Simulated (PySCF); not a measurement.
Isomers of C7H13B, from PBE0-D3(BJ)/def2-SVP geometry optimisation, gas phase (PySCF). One conformer each, no zero-point energy, no frequencies.

Question: Which isomer lies lowest at this level?
A. `[CH2:1]=[C:2]1[CH2:3][CH2:4][C@H:5]1[B:6]([CH3:7])[CH3:8]` with C4–C5–B6–C7 -170°, C1–C2–C3–C4 -171°, C2–C3–C4–C5 -8°, C3–C4–C5–B6 -92°, C1–C2–C5–C4 171°: A = 2642, B = 1729, C = 1346 MHz, dipole 0.42 D
B. `[BH2:1][C@H:2]1[CH2:3][CH:4]=[CH:5][CH2:6][CH2:7][CH2:8]1` with H–B1–C2–C3 26° and -160°, B1–C2–C3–C4 61°, C2–C3–C4–C5 57°, C4–C5–C6–C7 -57°, C5–C6–C7–C8 71°: A = 2620, B = 2134, C = 1504 MHz, dipole 0.87 D
C. `[BH2:1][C@@H:2]1[CH2:3][CH2:4][CH2:5][C:6](=[CH2:7])[CH2:8]1` with H–B1–C2–C3 96° and -79°, B1–C2–C3–C4 180°, C2–C3–C4–C5 56°, C3–C4–C5–C6 -53°, C4–C5–C6–C7 -126°: A = 3178, B = 1753, C = 1244 MHz, dipole 0.75 D
D. `[CH2:1]=[CH:2][C:3](=[CH2:4])[CH2:5][B:6]([CH3:7])[CH3:8]` with C1–C2–C3–C4 -179°, C2–C3–C5–B6 -71°, C3–C5–B6–C7 -25°: A = 2617, B = 1368, C = 1175 MHz, dipole 0.44 D
E. `[CH2:1]=[C:2]([CH3:3])[C@@H:4]1[BH:5][CH2:6][CH2:7][CH2:8]1` with C1–C2–C4–B5 -112°, C2–C4–B5–C6 -148°, C4–B5–C6–C7 -10°, B5–C6–C7–C8 30°, C6–C7–C8–C4 -39°: A = 3976, B = 1258, C = 1236 MHz, dipole 0.91 D

Answer: E. That is `C=C(C)[C@@H]1BCCC1`, 3.0 kcal/mol below the next.

| SMILES | mapped SMILES | E (Eh) | relative (kcal/mol) | relative (kJ/mol) | dipole (D) |
| --- | --- | --- | --- | --- | --- |
| C=C(C)[C@@H]1BCCC1 | [CH2:1]=[C:2]([CH3:3])[C@@H:4]1[BH:5][CH2:6][CH2:7][CH2:8]1 | -298.82630 | 0.0 | 0.0 | 0.91 |
| C=CC(=C)CB(C)C | [CH2:1]=[CH:2][C:3](=[CH2:4])[CH2:5][B:6]([CH3:7])[CH3:8] | -298.82158 | 3.0 | 12.4 | 0.44 |
| C=C1CC[C@H]1B(C)C | [CH2:1]=[C:2]1[CH2:3][CH2:4][C@H:5]1[B:6]([CH3:7])[CH3:8] | -298.81702 | 5.8 | 24.3 | 0.42 |
| B[C@@H]1CCCC(=C)C1 | [BH2:1][C@@H:2]1[CH2:3][CH2:4][CH2:5][C:6](=[CH2:7])[CH2:8]1 | -298.81411 | 7.6 | 32.0 | 0.75 |
| B[C@H]1CC=CCCC1 | [BH2:1][C@H:2]1[CH2:3][CH:4]=[CH:5][CH2:6][CH2:7][CH2:8]1 | -298.80883 | 11.0 | 45.9 | 0.87 |
